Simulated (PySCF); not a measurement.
C6H9F2 (doublet state).
Z-matrix (Å and degrees, GFN2-xTB geometry), rows numbered from 1:
```
C 
C   1  1.4702
F   2  1.3846  1  111.69
C   2  1.5152  1  106.17  3  -122.04
C   4  1.3300  2  126.80  1    83.41
C   5  1.4966  4  126.21  2     2.68
C   5  1.5054  4  120.70  2  -179.28
F   7  1.3702  5  113.01  4    -1.39
H   1  1.0704  2  119.34  3  -158.94
H   1  1.0713  2  119.82  3    33.83
H   2  1.0985  1  112.37  3   118.60
H   4  1.0798  2  113.54  1   -93.38
H   6  1.0889  5  110.25  4  -140.79
H   6  1.0837  5  111.55  4   -19.41
H   6  1.0900  5  109.82  4   100.30
H   7  1.0973  5  110.55  4   117.92
H   7  1.0970  5  110.55  4  -121.01
```

The hyperfine couplings belong to this conformer and change with its torsions.

Identity: `[CH2][C@H](F)/C=C(\C)CF` [radical].

Computed, not measured: UKS B3LYP, pcH-1 on C F H, non-relativistic, mean-field spin-orbit, GIAO (PySCF 2.14.0). Isolated species at its GFN2-xTB geometry (one conformer only). Couplings are sensitive to structure, and on GFN2-xTB geometries they can be far from those on DFT ones. No stability test was run, so a lower SCF solution isn't excluded.

**Question.** Predict the first-order ENDOR lines of C1, C4, C2, C5, F3, H9/H10, H11, H16, H17 and H13/H14/H15 under fast tumbling at B = 1218.5 mT (Q band).

**Answer.** For S = 1/2 in fast tumbling each set of equivalent nuclei gives two lines, ν± = |νn ± a/2| to first order, with νn = g_N μN B/h and μN/h = 7.62259 MHz/T.

```
     nuclei  isotope     g_N  νn (MHz)  a_iso (MHz)  lower line (MHz)  upper line (MHz)
         C1      13C  1.4048     13.05        90.41             32.16             58.25
         C4      13C  1.4048     13.05        63.87             18.88             44.98
         C2      13C  1.4048     13.05       -29.47              1.69             27.79
         C5      13C  1.4048     13.05         8.95              8.57             17.52
         F3      19F  5.2577     48.83        24.83             36.42             61.25
     H9/H10       1H  5.5857     51.88       -60.33             21.72             82.04
        H11       1H  5.5857     51.88        48.19             27.79             75.97
        H16       1H  5.5857     51.88        12.75             45.50             58.26
        H17       1H  5.5857     51.88         7.15             48.30             55.46
H13/H14/H15       1H  5.5857     51.88         4.61             49.58             54.18
```

The rows for 13C, of low natural abundance, apply to labelled samples.

**Question.** Which pairs are centred on the nuclear Larmor frequency, and which on half the coupling?

**Answer.** Centred on νn, since |a| < 2νn: C5, F3, H9/H10, H11, H16, H17 and H13/H14/H15. Centred on |a|/2 and split by 2νn: C1, C4 and C2.

**Question.** At what field would the lower line of C4 fall to zero frequency?

**Answer.** Where νn = |a|/2, that is B = 31.93 MHz/(1.4048 × 7.62259 MHz/T) = 2980 mT, as far as first order holds there.

Couplings of abundant isotopes left out: F8 (1.5 MHz) and H12 (-1.0 MHz).

Class means assume fast exchange of nuclei equivalent by connectivity; if that motion is slow, each nucleus keeps its own coupling. The three 1H nuclei of mean +4.6 MHz run from 0.4 to 8.5 MHz in the frozen geometry.

The largest Mulliken spin populations are on C1 (+1.04), C5 (+0.10) and C2 (-0.06). C1 is the only atom above +0.15. The angles at C1 add up to 358.8°, so it is planar; its axial dipolar tensor and the negative couplings of its protons fit spin in a p orbital normal to that plane.
